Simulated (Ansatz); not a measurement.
C2H8NSi, SMILES `CC[SiH]N` radical. Total charge 0; spin multiplicity 2.

```xyz
12

C     0.487   -0.404    1.395
C     1.083   -0.086    0.025
Si   -0.079    0.890   -1.091
N    -1.513   -0.042   -1.357
H    -0.439   -0.975    1.299
H     1.181   -0.987    2.008
H     0.249    0.510    1.944
H     1.365   -1.007   -0.497
H     2.008    0.491    0.127
H    -0.544    2.140   -0.410
H    -1.444   -0.955   -1.779
H    -2.353    0.424   -1.663
```

Give the diagnostics of a CCSD(T)/def2-TZVPP run (frozen core, Ansatz 0.2.0). (Best estimate.)

Computed: T1 = 0.0128, largest single amplitude 0.044, largest double 0.014, (T) share of the correlation energy 3.7 %, 10 CCSD cycles. ⟨S²⟩ of the UHF reference is 0.755 against 0.75 for a pure state. T1 lies under the customary mark of 0.045 for open shells.
